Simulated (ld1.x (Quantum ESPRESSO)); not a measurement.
# Before and after: TM potential for gadolinium

```json
{"Element": "Gd (Z = 64)", "Generator": "ld1.x (Quantum ESPRESSO) 7.5", "Type": "norm-conserving Troullier–Martins (Kleinman–Bylander form)", "Functional": "PBEsol", "Relativity": "scalar-relativistic", "Frozen core": "[Kr] 4d10 4f7", "Valence charge": "11", "Reference configuration": "5s2 5p6 5d1 6s1.5 6p0 (charge +0.5)", "Partial waves": "5p (bound): rc 1.50 bohr; 5d (bound): rc 2.05 bohr; 5s (bound): rc 1.45 bohr", "Local potential": "the s channel", "Core correction": "none"}
```

Occupied shells without a wave of their own: 6s. They enter only through the test configuration that unscreens the potential.

Change: all radii scaled by about 1.10 (s 1.60, p 1.66, d 2.26 bohr).

Cutoffs: the cutoffs (Ry, on a coarse ladder) from which the occupation-weighted sum of valence levels, in a spherical-Bessel basis at the reference potential, stays within 10 and 1 mRy of its value at 400 Ry; they do not see the model core or the augmentation charge, which bear on the density cutoff. Errors are all-electron minus pseudo energies relative to the spin-unpolarised reference configuration.

Q: Predict the effect on cutoff, ghosts and configuration errors.

A: The potential gets softer (70 Ry and 120 Ry → 60 Ry and 100 Ry); of the 7 tests that both files solve, the error grows in 4 and shrinks in 2 by more than 15 % and 0.3 meV (median size 49.6 → 83.1 meV); neither file shows a bound ghost. A larger radius leaves more room for a smooth pseudo-wave, so fewer plane waves are needed.

| quantity | base | changed |
| --- | --- | --- |
| cutoff, loose | 70 Ry | 60 Ry |
| cutoff, tight | 120 Ry | 100 Ry |
| loose cutoff by channel (10 mRy a level) | p 35 Ry, d 15 Ry, s 55 Ry | p 30 Ry, d 15 Ry, s 50 Ry |
| bound ghosts | none | none |
| largest miss of a reference level, eV | 0.07 | 0.14 |
| error for 5s2 5p6 5d1 6s2 6p0, meV [ΔE -2.69 eV] | +31 | +64 |
| error for 5s2 5p6 5d1 6s1 6p0, meV [ΔE 3.98 eV] | -40 | -83 |
| error for 5s2 5p6 5d1 6s0 6p0, meV [ΔE 16.03 eV] | -147 | -316 |
| error for 5s2 5p6 5d0 6s2 6p1, meV [ΔE -0.84 eV] | +50 | +99 |
| error for 5s1 5p6 5d1 6s2 6p0, meV [ΔE 52.67 eV] | -180 | -105 |
| error for 5s2 5p6 5d1.5 6s1.5 6p0, meV [ΔE -1.85 eV] | -2.1 | -1.9 |
| error for 5s2 5p5 5d1 6s2 6p0, meV [ΔE 29.63 eV] | -79 | -6.0 |

Changed file: The 6s level has no wave, so the channel is fitted at the deeper level alone: the likely source of the large errors.
